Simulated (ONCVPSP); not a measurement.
Transferability test, ONCV potential for F (Z = 9)

ONCVPSP 4.0.1 input, shortened (lines: element, Z, core and valence counts, functional; n l f; lmax; l rc ep ncon nbas qcut; lloc lpopt rc5 dvloc0; l nproj debl; icmod fcfact rcfact), PBE, scalar-relativistic:

```
  F 9.00    1    2        4      upf
    1    0    2.00
    2    0    2.00
    2    1    2.00
    2
    0    0.75    0.00    4    8    9.40
    1    1.45    0.00    4    8   11.40
    2    1.55    0.22    4    8    5.70
    4    2    0.65    0.00
    0    2    1.90
    1    2    2.10
    2    2    3.90
    1    0.20    0.00
```

In the s channel the program set the typed energies aside and used -3.352, 0.250 Ha. In the p channel the program set the typed energies aside and used -2.674, 0.250 Ha. In the d channel the program set the typed energies aside and used 0.050, 3.950 Ha.

Energies are relative to the spin-unpolarised reference configuration 2s2 2p2; without spin polarisation the order of configurations can differ from experiment.

(1) Give the all-electron excitation energy and the error of the potential for: 2s2 2p5; 2s2 2p4; 2s2 2p3; 2s2 2p1.

Results:

(1)

```json
{"valence configuration": "2s2 2p5", "charge": "0", "ΔE all-electron (eV)": "-118.412", "error AE − PS (meV)": "+903"}
{"valence configuration": "2s2 2p4", "charge": "+1", "ΔE all-electron (eV)": "-99.022", "error AE − PS (meV)": "+601"}
{"valence configuration": "2s2 2p3", "charge": "+2", "ΔE all-electron (eV)": "-60.637", "error AE − PS (meV)": "+215"}
{"valence configuration": "2s2 2p1", "charge": "+4", "ΔE all-electron (eV)": "85.802", "error AE − PS (meV)": "+381"}
```
